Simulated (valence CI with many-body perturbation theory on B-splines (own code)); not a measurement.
## E1 transitions of Hg XLVII

Method: relativistic CI+MBPT: six valence electrons over a frozen Dirac-Fock core [Ar] 3d10, a basis of 9 s, 9 p, 8 d, 6 f, 3 g, 1 h functions for each j, with the one-electron correlation potential Σ1 (screened to all orders), the two-electron term Σ2, the three-electron term Σ3, Breit, model QED; selected single and double excitations, second order for the rest, scaled by the run's own slope (own B-spline code, finite nucleus).

The last digits are not significant, and no measured levels were compared; by estimate large intervals hold to a few tenths of a per cent, small ones and those within an open d or f shell to about a per cent. Among the levels kept, up to 650 cm⁻¹ of a level comes from second order outside the variational space, and about a tenth of that is noise between levels of different J, which matters for small intervals.

Lines 51 to 100 of 116 in falling wavelength, among levels below 28.039 Ry, chosen from the strongest by gf and those to the six lowest levels. Wavelengths and rates use the calculated energies. Electric multipoles are in the length gauge with retardation, E1 and E2 with the static RPA response of the core. Weak lines are less certain than strong ones. Lines between different terms over intervals too small for the method are left out, as are lines whose strength nearly cancels. The highest levels of a list are the least certain.

Levels are named by their leading jj configuration (3d3/2^4 stands for four electrons in 3d with j = 3/2), which in mixed levels can hold well under half, so a name can repeat and another be missing. Letters in brackets count levels of one name in rising energy.

```csv
λ vac (nm),Upper,Lower,A (s⁻¹),S (a.u.) with core polarisation,S without
8.648,(4s^2 4p1/2^2 4d3/2^2) J=2,(4s^2 4p1/2^2 4p3/2 4d5/2) J=2,8.68e+07,1.39e-04,1.47e-04
7.513,(4s^2 4p1/2 4p3/2^2 4d3/2) J=1 [a],(4s^2 4p1/2 4p3/2^3) J=2,1.12e+10,7.04e-03,7.41e-03
7.511,(4s^2 4p1/2 4p3/2^2 4d3/2) J=2 [a],(4s^2 4p1/2 4p3/2^3) J=2,3.35e+09,3.50e-03,3.68e-03
7.349,(4s^2 4p1/2^2 4p3/2 4d3/2) J=1,(4s^2 4p1/2^2 4p3/2^2) J=0,7.58e+09,4.45e-03,4.68e-03
7.323,(4s^2 4p1/2 4p3/2^2 4d3/2) J=3 [a],(4s^2 4p1/2 4p3/2^3) J=2,3.09e+09,4.20e-03,4.42e-03
7.293,(4s^2 4p1/2 4p3/2^2 4d3/2) J=1 [a],(4s^2 4p1/2 4p3/2^3) J=1,3.57e+09,2.05e-03,2.15e-03
7.292,(4s^2 4p1/2 4p3/2^2 4d3/2) J=2 [a],(4s^2 4p1/2 4p3/2^3) J=1,4.78e+08,4.57e-04,4.82e-04
7.273,(4s^2 4p1/2 4p3/2^2 4d3/2) J=0,(4s^2 4p1/2 4p3/2^3) J=1,2.34e+10,4.45e-03,4.67e-03
7.136,(4s^2 4p1/2^2 4d3/2^2) J=2,(4s^2 4p1/2^2 4p3/2 4d3/2) J=3,1.16e+10,1.04e-02,1.09e-02
7.105,(4s^2 4p1/2^2 4d3/2^2) J=2,(4s^2 4p1/2^2 4p3/2 4d3/2) J=1,1.58e+10,1.39e-02,1.46e-02
7.086,(4s^2 4p1/2^2 4p3/2 4d3/2) J=2,(4s^2 4p1/2^2 4p3/2^2) J=2,1.46e+10,1.28e-02,1.34e-02
6.958,(4s^2 4p1/2^2 4d3/2^2) J=2,(4s^2 4p1/2^2 4p3/2 4d3/2) J=2,1.42e+10,1.18e-02,1.24e-02
6.940,(4s^2 4p1/2^2 4p3/2 4d3/2) J=1,(4s^2 4p1/2^2 4p3/2^2) J=2,2.38e+10,1.18e-02,1.24e-02
6.911,(4s^2 4p1/2^2 4p3/2 4d3/2) J=3,(4s^2 4p1/2^2 4p3/2^2) J=2,1.25e+09,1.42e-03,1.50e-03
6.885,(4s^2 4p1/2 4p3/2^2 4d3/2) J=2 [b],(4s^2 4p1/2 4p3/2^3) J=2,3.11e+09,2.51e-03,2.64e-03
6.723,(4s^2 4p1/2^2 4d3/2^2) J=0,(4s^2 4p1/2^2 4p3/2 4d3/2) J=1,5.47e+10,8.21e-03,8.62e-03
6.700,(4s^2 4p1/2 4p3/2^2 4d3/2) J=2 [b],(4s^2 4p1/2 4p3/2^3) J=1,2.40e+08,1.78e-04,1.86e-04
6.534,(4s^2 4p1/2 4p3/2^2 4d3/2) J=3 [b],(4s^2 4p1/2 4p3/2^3) J=2,7.18e+07,6.92e-05,7.37e-05
6.494,(4s^2 4p1/2 4p3/2^2 4d3/2) J=2 [c],(4s^2 4p1/2 4p3/2^3) J=2,1.64e+09,1.11e-03,1.18e-03
6.456,(4s^2 4p1/2 4p3/2^2 4d3/2) J=1 [b],(4s^2 4p1/2 4p3/2^3) J=2,2.51e+09,9.99e-04,1.03e-03
6.337,(4s^2 4p1/2 4p3/2^2 4d5/2) J=3 [a],(4s^2 4p1/2 4p3/2^3) J=2,1.05e+09,9.24e-04,9.67e-04
6.329,(4s^2 4p1/2 4p3/2^2 4d3/2) J=2 [c],(4s^2 4p1/2 4p3/2^3) J=1,7.75e+08,4.85e-04,5.15e-04
6.294,(4s^2 4p1/2 4p3/2^2 4d3/2) J=1 [b],(4s^2 4p1/2 4p3/2^3) J=1,2.25e+08,8.32e-05,8.97e-05
6.186,(4s^2 4p1/2 4p3/2^2 4d3/2) J=1 [c],(4s^2 4p1/2 4p3/2^3) J=2,2.04e+08,7.16e-05,7.16e-05
6.105,(4s^2 4p1/2 4p3/2^2 4d5/2) J=1 [a],(4s^2 4p1/2 4p3/2^3) J=2,5.26e+10,1.77e-02,1.86e-02
6.036,(4s^2 4p1/2 4p3/2^2 4d3/2) J=1 [c],(4s^2 4p1/2 4p3/2^3) J=1,4.92e+09,1.60e-03,1.68e-03
5.959,(4s^2 4p1/2 4p3/2^2 4d5/2) J=1 [a],(4s^2 4p1/2 4p3/2^3) J=1,2.38e+10,7.45e-03,7.80e-03
5.950,(4s^2 4p1/2 4p3/2^2 4d5/2) J=0,(4s^2 4p1/2 4p3/2^3) J=1,6.76e+10,7.02e-03,7.35e-03
5.910,(4s^2 4p1/2^2 4p3/2 4d5/2) J=2,(4s^2 4p1/2^2 4p3/2^2) J=2,1.36e+11,6.93e-02,7.26e-02
5.827,(4s^2 4p1/2 4p3/2^2 4d5/2) J=2 [a],(4s^2 4p1/2 4p3/2^3) J=2,2.70e+09,1.32e-03,1.38e-03
5.726,(4s^2 4p1/2 4p3/2^2 4d5/2) J=3 [b],(4s^2 4p1/2 4p3/2^3) J=2,1.12e+09,7.25e-04,7.61e-04
5.720,(4s^2 4p1/2^2 4p3/2 4d5/2) J=1,(4s^2 4p1/2^2 4p3/2^2) J=0,3.17e+11,8.79e-02,9.23e-02
5.694,(4s^2 4p1/2 4p3/2^2 4d5/2) J=2 [a],(4s^2 4p1/2 4p3/2^3) J=1,6.54e+09,2.98e-03,3.13e-03
5.616,(4s^2 4p1/2 4p3/2^2 4d5/2) J=2 [b],(4s^2 4p1/2 4p3/2^3) J=2,2.56e+11,1.12e-01,1.18e-01
5.578,(4s^2 4p1/2 4p3/2^2 4d5/2) J=1 [b],(4s^2 4p1/2 4p3/2^3) J=2,1.68e+11,4.31e-02,4.53e-02
5.570,(4s^2 4p1/2^2 4p3/2 4d5/2) J=3,(4s^2 4p1/2^2 4p3/2^2) J=2,6.60e+11,3.94e-01,4.14e-01
5.492,(4s^2 4p1/2 4p3/2^2 4d5/2) J=2 [b],(4s^2 4p1/2 4p3/2^3) J=1,4.26e+11,1.74e-01,1.83e-01
5.484,(4s^2 4p1/2 4p3/2^2 4d5/2) J=3 [c],(4s^2 4p1/2 4p3/2^3) J=2,8.76e+11,4.99e-01,5.24e-01
5.469,(4s^2 4p1/2^2 4p3/2 4d5/2) J=1,(4s^2 4p1/2^2 4p3/2^2) J=2,8.06e+10,1.95e-02,2.05e-02
5.456,(4s^2 4p1/2 4p3/2^2 4d5/2) J=1 [b],(4s^2 4p1/2 4p3/2^3) J=1,6.66e+11,1.60e-01,1.68e-01
5.431,(4s^2 4p1/2 4p3/2^2 4d5/2) J=2 [c],(4s^2 4p1/2 4p3/2^3) J=2,5.87e+11,2.32e-01,2.44e-01
5.316,(4s^2 4p1/2 4p3/2^2 4d5/2) J=2 [c],(4s^2 4p1/2 4p3/2^3) J=1,7.34e+11,2.72e-01,2.86e-01
4.755,(4s 4p1/2^2 4p3/2^3) J=2,(4s^2 4p1/2^2 4p3/2^2) J=2,6.11e+11,1.62e-01,1.71e-01
4.694,(4s 4p1/2^2 4p3/2^3) J=1,(4s^2 4p1/2^2 4p3/2^2) J=0,3.75e+11,5.74e-02,6.05e-02
4.523,(4s 4p1/2^2 4p3/2^3) J=1,(4s^2 4p1/2^2 4p3/2^2) J=2,6.49e+11,8.89e-02,9.38e-02
4.117,(4s^2 4p1/2 4p3/2^2 4d3/2) J=1 [a],(4s^2 4p1/2^2 4p3/2^2) J=0,2.91e+10,3.01e-03,3.18e-03
3.986,(4s^2 4p1/2 4p3/2^2 4d3/2) J=1 [a],(4s^2 4p1/2^2 4p3/2^2) J=2,5.52e+10,5.17e-03,5.46e-03
3.985,(4s^2 4p1/2 4p3/2^2 4d3/2) J=2 [a],(4s^2 4p1/2^2 4p3/2^2) J=2,7.08e+09,1.11e-03,1.17e-03
3.932,(4s^2 4p1/2 4p3/2^2 4d3/2) J=3 [a],(4s^2 4p1/2^2 4p3/2^2) J=2,2.66e+10,5.58e-03,5.88e-03
3.802,(4s^2 4p1/2 4p3/2^2 4d3/2) J=2 [b],(4s^2 4p1/2^2 4p3/2^2) J=2,1.40e+11,1.90e-02,2.00e-02
```
